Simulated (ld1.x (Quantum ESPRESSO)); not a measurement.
How hard is this Zn (Z = 30) PAW potential?

```
Element                 : zinc (Zn)
Generator               : ld1.x (Quantum ESPRESSO) 7.5
Type                    : PAW
Functional              : PBE
Relativity              : scalar-relativistic
Frozen core             : [Ar]
Valence charge          : 12
Reference configuration : 3d10 4s2 4p0
Partial waves           : 4s (bound): rcut 2.35, rcutus 2.50 bohr; 4s channel at 4.2 Ry: rcut 2.35, rcutus 2.50 bohr; 4p (bound, empty): rcut 2.20, rcutus 2.40 bohr; 4p channel at 1.2 Ry: rcut 2.20, rcutus 2.40 bohr; 3d (bound): rcut 1.00, rcutus 1.40 bohr; 3d channel at 2.75 Ry: rcut 1.00, rcutus 1.40 bohr; 4f channel at 0.45 Ry: rcut 2.20, rcutus 2.80 bohr
Local potential         : all-electron potential smoothed inside 2.70 bohr (lloc = -1)
Core correction         : Bessel-smoothed model core, default radius (core density twice the valence density)
Augmentation charge     : BESSEL, radius 1.10 bohr
```

The pseudo-atom Hamiltonian at the reference potential is diagonalised in spherical Bessel functions j_l(qr) that vanish at 20 bohr, with q² up to the cutoff. All-electron valence levels (Ry): 4s -0.4394, 4p -0.0820, 3d -0.7453.

How do the lowest levels (Ry) of each channel move with the cutoff, and are there ghosts?

| cutoff (Ry) | s #1 | s #2 | p #1 | p #2 | d #1 | d #2 | f #1 | Σ f·Δε (mRy) |
| --- | --- | --- | --- | --- | --- | --- | --- | --- |
| 8 | -0.4394 | 0.0048 | -0.0819 | 0.0509 | 0.0646 | 0.1450 | 0.1145 | 8099.5 |
| 12 | -0.4395 | 0.0047 | -0.0820 | 0.0509 | 0.0321 | 0.0775 | 0.1145 | 7773.6 |
| 18 | -0.4395 | 0.0047 | -0.0820 | 0.0509 | -0.3905 | 0.0672 | 0.1145 | 3548.5 |
| 25 | -0.4395 | 0.0047 | -0.0820 | 0.0509 | -0.5987 | 0.0668 | 0.1145 | 1465.7 |
| 35 | -0.4395 | 0.0047 | -0.0820 | 0.0509 | -0.7164 | 0.0666 | 0.1145 | 289.6 |
| 40 | -0.4395 | 0.0047 | -0.0820 | 0.0509 | -0.7344 | 0.0666 | 0.1145 | 108.8 |
| 50 | -0.4395 | 0.0047 | -0.0820 | 0.0509 | -0.7438 | 0.0665 | 0.1145 | 15.3 |
| 60 | -0.4395 | 0.0047 | -0.0820 | 0.0509 | -0.7446 | 0.0665 | 0.1145 | 6.8 |
| 80 | -0.4395 | 0.0047 | -0.0820 | 0.0509 | -0.7450 | 0.0664 | 0.1145 | 3.1 |
| 100 | -0.4395 | 0.0047 | -0.0820 | 0.0509 | -0.7452 | 0.0664 | 0.1145 | 0.9 |
| 120 | -0.4395 | 0.0047 | -0.0820 | 0.0509 | -0.7452 | 0.0664 | 0.1145 | 0.6 |
| 400 | -0.4395 | 0.0047 | -0.0820 | 0.0509 | -0.7453 | 0.0664 | 0.1145 | 0.0 |

Result: no extra level below or beside the all-electron valence levels (s, p, d, f tested); 10 mRy is reached at 55 Ry and 1 mRy at 100 Ry.

1 of 7 tests not solved or not reliable.
